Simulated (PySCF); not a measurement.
**Atomic charges against the basis set**

C₅H₆F₂.
Geometry (PBE0-D3(BJ)/def2-SVP, Å), atoms numbered from 1 in this order:
```
atom  x, y, z in Å
C1     2.399    0.362   -0.180
C2     1.328   -0.387   -0.141
C3     0.253   -1.135   -0.094
C4    -1.163   -0.641   -0.019
C5    -1.304    0.848    0.167
F6    -0.850    1.218    1.384
F7    -2.614    1.187    0.098
H8     2.822    0.706   -1.130
H9     2.908    0.669    0.741
H10    0.385   -2.224   -0.119
H11   -1.707   -0.917   -0.938
H12   -1.695   -1.129    0.815
H13   -0.754    1.430   -0.594
```

PBE0 throughout (PySCF), one geometry, spherical d and f functions. Isolated species at its PBE0-D3(BJ)/def2-SVP geometry (one conformer only). Atoms taken as equivalent share a column and are averaged. The first 7 of 10 kinds of atom are listed.

Mulliken charges (e):

```csv
basis,functions,C1,C2,C3,C4,C5,F6/F7,H8/H9
STO-3G,41,-0.199,-0.002,-0.112,-0.170,+0.158,-0.116,+0.098
6-31G,75,-0.470,+0.171,-0.270,-0.408,+0.441,-0.315,+0.192
pcSseg-0,75,-0.394,-0.140,-0.201,-0.607,+0.526,-0.363,+0.248
6-31G*,110,-0.573,+0.320,-0.343,-0.441,+0.532,-0.323,+0.200
cc-pVDZ,128,-0.103,+0.055,-0.229,-0.063,+0.372,-0.208,+0.079
def2-SVP,128,-0.223,+0.126,-0.234,-0.053,+0.429,-0.233,+0.088
aug-cc-pVDZ,215,+0.571,-0.548,+0.910,+0.203,+1.453,-0.473,-0.329
"6-311+G(2d,p)",225,-0.405,+1.225,-1.104,-0.303,+0.191,-0.263,+0.143
def2-TZVP,253,-0.291,+0.023,-0.266,-0.093,+0.242,-0.192,+0.152
cc-pVTZ,294,-0.328,+0.042,-0.180,-0.158,+0.351,-0.191,+0.134
IGLO-III,305,-0.224,-0.082,-0.070,-0.175,+0.277,-0.228,+0.122
```

IAO charges (e):

```
        basis  functions      C1      C2      C3      C4      C5   F6/F7   H8/H9
       STO-3G         41  -0.304  +0.018  -0.175  -0.298  +0.192  -0.142  +0.148
        6-31G         75  -0.358  +0.019  -0.199  -0.301  +0.399  -0.287  +0.175
     pcSseg-0         75  -0.345  +0.017  -0.199  -0.314  +0.401  -0.280  +0.170
       6-31G*        110  -0.349  +0.020  -0.195  -0.290  +0.457  -0.298  +0.168
      cc-pVDZ        128  -0.355  +0.021  -0.199  -0.291  +0.454  -0.298  +0.171
     def2-SVP        128  -0.344  +0.020  -0.194  -0.286  +0.457  -0.300  +0.166
  aug-cc-pVDZ        215  -0.365  +0.022  -0.204  -0.293  +0.459  -0.309  +0.176
6-311+G(2d,p)        225  -0.364  +0.022  -0.204  -0.295  +0.458  -0.310  +0.176
    def2-TZVP        253  -0.365  +0.023  -0.203  -0.296  +0.465  -0.310  +0.175
      cc-pVTZ        294  -0.365  +0.024  -0.203  -0.297  +0.464  -0.308  +0.175
     IGLO-III        305  -0.366  +0.022  -0.204  -0.296  +0.461  -0.310  +0.176
```

Hirshfeld charges (e):

| basis | functions | C1 | C2 | C3 | C4 | C5 | F6/F7 | H8/H9 |
| --- | --- | --- | --- | --- | --- | --- | --- | --- |
| STO-3G | 41 | -0.068 | -0.030 | -0.041 | -0.018 | +0.164 | -0.085 | +0.039 |
| 6-31G | 75 | -0.105 | -0.016 | -0.059 | -0.062 | +0.156 | -0.118 | +0.060 |
| pcSseg-0 | 75 | -0.101 | -0.012 | -0.055 | -0.066 | +0.153 | -0.111 | +0.059 |
| 6-31G* | 110 | -0.107 | -0.015 | -0.059 | -0.063 | +0.148 | -0.108 | +0.059 |
| cc-pVDZ | 128 | -0.108 | -0.008 | -0.059 | -0.077 | +0.139 | -0.099 | +0.059 |
| def2-SVP | 128 | -0.110 | -0.006 | -0.060 | -0.078 | +0.145 | -0.104 | +0.059 |
| aug-cc-pVDZ | 215 | -0.114 | -0.008 | -0.065 | -0.090 | +0.139 | -0.106 | +0.063 |
| 6-311+G(2d,p) | 225 | -0.110 | -0.012 | -0.065 | -0.085 | +0.142 | -0.109 | +0.062 |
| def2-TZVP | 253 | -0.113 | -0.008 | -0.064 | -0.085 | +0.140 | -0.106 | +0.061 |
| cc-pVTZ | 294 | -0.114 | -0.006 | -0.063 | -0.085 | +0.139 | -0.103 | +0.061 |
| IGLO-III | 305 | -0.114 | -0.007 | -0.065 | -0.089 | +0.139 | -0.106 | +0.062 |

Some averages cover members that differ in this geometry, most widely: F6/F7, Mulliken in 6-311+G(2d,p) -0.280 to -0.246 e.

Task: Which scheme is steadiest as the basis changes?

Result: Largest range over the bases for any column: Hirshfeld 0.07 e, IAO 0.27 e, Mulliken 2.01 e. Hirshfeld charges move least and Mulliken charges most, counted in e. Without the minimal STO-3G basis the ranges are Hirshfeld 0.03, IAO 0.07, Mulliken 2.01 e.

Task: How much do the charges still move between the two largest bases, cc-pVTZ and IGLO-III?

Result: At most, over all atoms: Mulliken 0.124 e, IAO 0.003 e, Hirshfeld 0.004 e.

Task: What do the same runs give for the total energy, the frontier levels and the dipole moment?

Result: 
| basis | energy (Eh) | HOMO (eV) | LUMO (eV) | μ (D) |
| --- | --- | --- | --- | --- |
| STO-3G | -388.1018 | -5.10 | 3.45 | 1.02 |
| 6-31G | -393.2412 | -7.43 | 0.45 | 2.29 |
| pcSseg-0 | -392.4446 | -7.72 | 0.16 | 2.30 |
| 6-31G* | -393.3287 | -7.33 | 0.50 | 1.82 |
| cc-pVDZ | -393.3607 | -7.45 | 0.26 | 1.86 |
| def2-SVP | -393.0473 | -7.54 | 0.19 | 1.93 |
| aug-cc-pVDZ | -393.3910 | -7.59 | -0.31 | 2.04 |
| 6-311+G(2d,p) | -393.4627 | -7.61 | -0.23 | 2.09 |
| def2-TZVP | -393.5002 | -7.59 | -0.01 | 1.99 |
| cc-pVTZ | -393.4837 | -7.56 | 0.05 | 1.93 |
| IGLO-III | -393.5072 | -7.60 | -0.13 | 2.02 |

The dipole is fixed by the density alone, so its range of 1.28 D shows that the density itself changes with the basis, not only its division among atoms.
